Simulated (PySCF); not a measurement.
`CC[C@@H]1C[C@H](F)O1`, C$_{5}$H$_{9}$FO

Geometry (Å), atoms numbered from 1 in this order:
```xyz
16

C    -2.089    0.019    0.479
C    -1.051    0.114   -0.632
C     0.223   -0.629   -0.263
C     1.146    0.058    0.758
C     2.105    0.172   -0.423
F     2.292    1.468   -0.837
O     1.251   -0.524   -1.274
H    -2.369   -1.017    0.652
H    -2.981    0.576    0.206
H    -1.698    0.428    1.407
H    -1.442   -0.321   -1.554
H    -0.804    1.157   -0.833
H     0.013   -1.683   -0.053
H     0.793    1.018    1.125
H     1.496   -0.562    1.578
H     3.109   -0.266   -0.348
```

Method used: TDDFT wB97X-D/def2-SVPD circular dichroism and optical rotation, one conformer, gas phase in PySCF 2.14.0. Geometry: GFN2-xTB.

The molecule is flexible and this is one conformer; a measurement averages over conformers.

Q: Draw the ECD and absorption spectra from the lowest 12 states, each a Gaussian of half-width 0.25 eV at 1/e height.

A: 
| E (eV) | λ (nm) | Δε (L mol⁻¹ cm⁻¹) | ε (L mol⁻¹ cm⁻¹) |
| --- | --- | --- | --- |
| 7.71 | 161 | +0.04 | 1.34 |
| 7.81 | 159 | +0.16 | 5.71 |
| 7.91 | 157 | +0.51 | 18.1 |
| 8.01 | 155 | +1.21 | 44.7 |
| 8.11 | 153 | +2.35 | 93.5 |
| 8.21 | 151 | +4.19 | 186 |
| 8.31 | 149 | +7.25 | 363 |
| 8.41 | 147 | +11.27 | 638 |
| 8.51 | 146 | +13.67 | 977 |
| 8.61 | 144 | +10.95 | 1390 |
| 8.71 | 142 | +2.93 | 2010 |
| 8.81 | 141 | -5.48 | 2830 |
| 8.91 | 139 | -8.01 | 3660 |
| 9.01 | 138 | -3.70 | 4400 |
| 9.11 | 136 | +0.77 | 5150 |
| 9.21 | 135 | -1.75 | 5760 |
| 9.31 | 133 | -9.75 | 5760 |
| 9.41 | 132 | -16.11 | 5040 |
| 9.51 | 130 | -19.71 | 4090 |
| 9.61 | 129 | -26.47 | 3530 |
| 9.71 | 128 | -36.67 | 3600 |

Δε uses R in velocity form, ε uses f in length form. Only the states computed contribute, so the short-wavelength end is incomplete.
